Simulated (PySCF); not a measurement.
Unrelated species, one level of theory. Computed, not measured: TDDFT PBE0/def2-SVPD, vertical, gas phase, core orbitals frozen in the response in PySCF 2.14.0, density-fitted response routines. Geometries: GFN2-xTB; one conformer of each isolated species. Triplets are in the Tamm–Dancoff approximation. Ions are computed without counter-ions or solvent.

Problem. Rank by computed lowest singlet excitation energy, lowest first.
A. `CC(=O)/C=C(/Cl)CCl`
B. `CN1C=CN(C)[PH]1=O`
C. `ClC1=C(Cl)COCC1`
D. `O=C(C)C#C`
E. `C1C([PH+](C)C)C1`
F. `CC(=O)CC(F)(F)F`
G. `COc1cccs1`
H. `CC/C=C(/Cl)C(=O)Cl`

Solution. A (3.54 eV), D (3.96 eV), H (4.23 eV), F (4.50 eV), B (4.91 eV), G (5.21 eV), C (5.61 eV), E (8.29 eV).

```
            SMILES  S1 (eV)  T1 (eV)  α (au)  LUMO (eV)  gap (eV)  HOMO (eV)    S1 mainly
CC(=O)/C=C(/Cl)CCl     3.54     3.09    95.0      -2.41      5.34      -7.75    H→L (96%)
         C#CC(C)=O     3.96     3.37    49.4      -1.85      6.11      -7.96    H→L (98%)
CC/C=C(/Cl)C(=O)Cl     4.23     3.07    94.0      -2.49      5.39      -7.88  H-1→L (85%)
   CC(=O)CC(F)(F)F     4.50     3.88    53.6      -1.07      6.87      -7.95    H→L (99%)
 CN1C=CN(C)[PH]1=O     4.91     3.48    87.1       0.34      5.90      -5.56    H→L (93%)
         COc1cccs1     5.21     3.58    79.4      -0.06      6.05      -6.11  H→L+1 (95%)
   ClC1=C(Cl)COCC1     5.61     3.99    89.2      -0.35      6.80      -7.16  H→L+1 (94%)
    C[PH+](C)C1CC1     8.29     8.05    74.9      -3.84      9.49     -13.32  H-1→L (87%)
```

H and L stand for HOMO and LUMO.

- `CC(=O)/C=C(/Cl)CCl`: Löwdin shares by element: HOMO oxygen 57%, carbon 26% or more (atoms not listed hold the other 17%); LUMO carbon 58% or more, oxygen 16% (atoms not listed hold the other 26%).
- `C#CC(C)=O`: Löwdin shares by element: HOMO oxygen 67%, carbon 28% or more; LUMO carbon 61% or more, oxygen 27%.
- `CC/C=C(/Cl)C(=O)Cl`: Löwdin shares by element: HOMO carbon 45% or more, chlorine 35% or more, oxygen 6%; LUMO carbon 60% or more, oxygen 19% (atoms not listed hold the other 21%).
- `CC(=O)CC(F)(F)F`: S1 has the pattern of n→π* at C=O.
- `CN1C=CN(C)[PH]1=O`: Löwdin shares by element: HOMO carbon 41% or more, nitrogen 36% (atoms not listed hold the other 23%); LUMO carbon 45% or more, nitrogen 17% (atoms not listed hold the other 38%).
- `COc1cccs1`: Löwdin shares by element: HOMO carbon 59% or more, oxygen 18% (atoms not listed hold the other 23%); LUMO carbon 55% or more, sulfur 22% (atoms not listed hold the other 22%).
- `ClC1=C(Cl)COCC1`: Löwdin shares by element: HOMO carbon 49% or more, chlorine 37%; LUMO carbon 56% or more, chlorine 19% (atoms not listed hold the other 25%).
- `C[PH+](C)C1CC1`: Löwdin shares by element: HOMO carbon 80% or more, phosphorus 4% (atoms not listed hold the other 16%); LUMO phosphorus 30%, hydrogen 20% or more, carbon 18% or more (atoms not listed hold the other 32%).
